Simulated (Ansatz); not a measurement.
C₂H₄BN, relaxed with RKS PBE0-D4/def2-TZVP in Ansatz 0.2.0 from a PBE-D4/def2-SVP geometry. The force threshold is 0.005 eV/Å; the program also tests the step.

Total charge 0; spin multiplicity 1. The bonds changed during the relaxation, so this is another structure than the one it started from.

Start:

```xyz
8

N    -0.403   -1.878   -0.992
C     0.074   -0.863   -0.570
B     0.620    0.467   -0.125
C    -0.274    1.243    0.744
H    -0.489   -2.867   -0.757
H     1.740    0.763   -0.502
H     0.012    2.226    1.158
H    -1.282    0.909    1.044
```

Problem. How much energy does the relaxation release, and in how many steps? (Estimate.)

Solution. Computed: 5.97 kJ/mol, in 10 steps, 2 of them rejected.

Problem. Which bonds change most? (An estimate is asked.)

Solution. Computed: N1–C2 from 1.198 to 1.173 Å; B3–H6 from 1.218 to 1.195 Å; B3–C4 from 1.468 to 1.447 Å; C4–H7 from 1.104 to 1.087 Å.

Problem. Give the relaxed structure. (Estimate.)

Solution. Ansatz gave: 
```xyz
8

N    -0.400   -1.840   -0.946
C     0.085   -0.844   -0.561
B     0.643    0.482   -0.132
C    -0.266    1.212    0.725
H    -0.528   -2.812   -0.735
H     1.740    0.773   -0.507
H    -0.022    2.181    1.153
H    -1.251    0.848    1.003
```
